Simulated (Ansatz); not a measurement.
The cluster Te4Pb2. Charge 0, multiplicity 3. Geometry PBE-D4/def2-SVP, that of the neutral singlet; atoms count from 1.

| atom | x (Å) | y (Å) | z (Å) |
| --- | --- | --- | --- |
| Pb1 | -0.4486 | 0.3786 | 2.2870 |
| Pb2 | 0.8865 | 1.3235 | -1.7430 |
| Te3 | 2.2032 | -0.0481 | 0.6153 |
| Te4 | -2.0343 | -1.3739 | 0.5872 |
| Te5 | 1.2814 | -1.5523 | -1.5222 |
| Te6 | -1.8882 | 1.2721 | -0.2242 |

In the def2 sets Pb, Te take a core potential; there is no spin–orbit coupling. At PBE0-D4/def2-TZVP a singlet of charge 0 lies 1.80 eV below the triplet at the same geometry. The structure comes from a short search, and lower isomers may exist.

**Question.** Estimate the Mulliken populations from the PBE0/def2-TZVP orbitals of Ansatz.

**Answer.** 
| atom | charge (e) | spin (α − β) |
| --- | --- | --- |
| Pb1 | 0.44 | 0.21 |
| Pb2 | 0.41 | -0.04 |
| Te3 | -0.33 | 0.50 |
| Te4 | -0.22 | 0.06 |
| Te5 | -0.09 | 1.29 |
| Te6 | -0.21 | -0.03 |
Mulliken values depend strongly on the basis.

**Question.** Where does the spin sit?

**Answer.** Summed by element: Pb 0.18, Te 1.82, of 2 unpaired in all. Largest on single atoms: Te5 1.29, Te3 0.50, Pb1 0.21.

**Question.** And the Mayer bond orders between heavy atoms (over 0.3)?

**Answer.** Pb1–Te3 0.68 (3.16 Å); Pb1–Te4 0.85 (2.91 Å); Pb1–Te6 0.70 (3.03 Å); Pb2–Te3 0.80 (3.03 Å); Pb2–Te5 0.85 (2.91 Å); Pb2–Te6 0.65 (3.16 Å); Te3–Te5 0.77 (2.77 Å); Te4–Te6 1.09 (2.77 Å).
